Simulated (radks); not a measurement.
The krypton ion Kr16+, 20 electrons, occupied as [Ar] 3d2.

All-electron calculation, scalar-relativistic Kohn-Sham, LDA (Slater exchange, VWN5 correlation), spin-polarised, spherical densities, finite nucleus; open shells are filled with parallel spins first; Fermi nuclear charge, rms radius 4.1884 fm. Program: a radial shooting solver on a logarithmic mesh with Libxc functionals.

Energy parts (eV):
part                       energy
total                  -72290.488
kinetic                 74023.931
electron-nucleus      -163181.748
Hartree                 18904.900
exchange-correlation    -2037.571

Orbitals (lengths in bohr, moments of r in powers of bohr; <r^-3> diverges for s and p1/2):
orbital  occ.  eigenvalue (eV)     <r^2>  <r^-3>  <1/r>
1s up       1        -14689.87  0.002325       -  36.71
1s down     1        -14689.79  0.002325       -  36.71
2s up       1        -2418.926   0.03944       -  8.181
2s down     1        -2415.040   0.03936       -  8.190
2p up       3        -2206.055   0.03109    1499  8.000
2p down     3        -2203.079   0.03101    1503  8.008
3s up       1        -738.6760    0.2663       -  3.001
3s down     1        -733.7375    0.2676       -  2.990
3p up       3        -670.2134    0.2635   292.4  2.893
3p down     3        -665.1984    0.2651   289.8  2.882
3d up       2        -565.4852    0.2274   40.63  2.725
3d down     0        -559.7129    0.2295   40.38  2.716
4s up       0        -339.3025     1.095       -  1.448
4s down     0        -337.6953     1.102       -  1.442
4p up       0        -313.7597     1.150   90.81  1.393
4p down     0        -312.1957     1.159   89.91  1.387

The highest occupied level is 3d up at -565.49 eV. The electron density at the nucleus is 5.002e+04 e/bohr^3 (large components only). Spin moment in Bohr magnetons: 2.
